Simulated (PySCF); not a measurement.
**Relaxation of triplet [Pd2Cl]+**

All numbers come from PySCF, UPBE, basis Cl def2-SVP, Pd def2-SVP with ECP28 (scalar-relativistic core potentials, no spin–orbit coupling, density fitting). A (50,194) grid was used.

A hand-made linear start, of D∞h symmetry, held to at least that symmetry:

```xyz
3
charge 1 multiplicity 3, angstrom
Cl    0.0000    0.0000    0.0000
Pd    0.0000    0.0000    2.1462
Pd    0.0000    0.0000   -2.1462
```

Optimiser trace:
```
step  E − E(last) (kJ/mol)  largest gradient (Eh/bohr)
   0                 25.19                     0.03621
   1                  6.90                     0.01693
   2                  0.61                     0.00451
   3                  0.02                     0.00083
   4                  0.00                     0.00005
```

It ends at D∞h with Cl–Pd 2.304 Å (×2); Pd–Cl–Pd 180.0°. No frequency check is given, so it may be a saddle point. Other isomers or separated fragments may lie lower.

Final geometry:
```xyz
3
charge 1 multiplicity 3, angstrom
Cl    0.0000    0.0000    0.0000
Pd    0.0000    0.0000    2.3038
Pd    0.0000    0.0000   -2.3038
```

Other spin states or occupations of the open shell can lie lower.
